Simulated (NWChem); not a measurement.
Species: C3H9B; SMILES CB(C)C

```xyz
13

B      0.0069     0.0029    -0.0303
C      1.1627     1.0694     0.0472
H      2.0704     0.7918    -0.5108
H      1.4632     1.1095     1.1136
H      0.8595     2.0923    -0.2241
C      0.3393    -1.5348    -0.1106
H     -0.4102    -2.1106    -0.6773
H      0.2767    -1.9172     0.9276
H      1.3463    -1.7787    -0.4806
C     -1.4953     0.4705     0.0250
H     -2.2062    -0.2953     0.3713
H     -1.7691     0.6974    -1.0253
H     -1.6550     1.4060     0.5838
```
Atoms are numbered in this order, from 1.

All runs: NWChem. The geometry was optimised at PBE0/def2-SVP. GIAO values for the isolated, static molecule; σ is the absolute isotropic shielding, δ = σ(reference) − σ with the isolated reference molecule computed at the same levels (11B: boron trifluoride, 13C: tetramethylsilane, 1H: tetramethylsilane).

```json
[
 {"level": "KT2/pcSseg-1", "δ B1 (ppm)": "73.3", "δ C2 (ppm)": "16.2", "δ H3 (rotor mean) (ppm)": "0.86", "δ C6 (ppm)": "15.8", "δ H7 (rotor mean) (ppm)": "0.85", "δ C10 (ppm)": "16.5", "δ H11 (rotor mean) (ppm)": "0.81"},
 {"level": "PBE0/pcSseg-1", "δ B1 (ppm)": "?", "δ C2 (ppm)": "?", "δ H3 (rotor mean) (ppm)": "0.90", "δ C6 (ppm)": "?", "δ H7 (rotor mean) (ppm)": "0.88", "δ C10 (ppm)": "?", "δ H11 (rotor mean) (ppm)": "0.84"},
 {"level": "BHandHLYP/pcSseg-1", "δ B1 (ppm)": "75.4", "δ C2 (ppm)": "15.6", "δ H3 (rotor mean) (ppm)": "0.83", "δ C6 (ppm)": "15.3", "δ H7 (rotor mean) (ppm)": "0.82", "δ C10 (ppm)": "15.9", "δ H11 (rotor mean) (ppm)": "0.78"}
]
```

Problem. What belongs in the gaps?

Solution. 
- PBE0/pcSseg-1, δ B1 (ppm): 76.1
- PBE0/pcSseg-1, δ C2 (ppm): 16.6
- PBE0/pcSseg-1, δ C6 (ppm): 16.3
- PBE0/pcSseg-1, δ C10 (ppm): 16.9
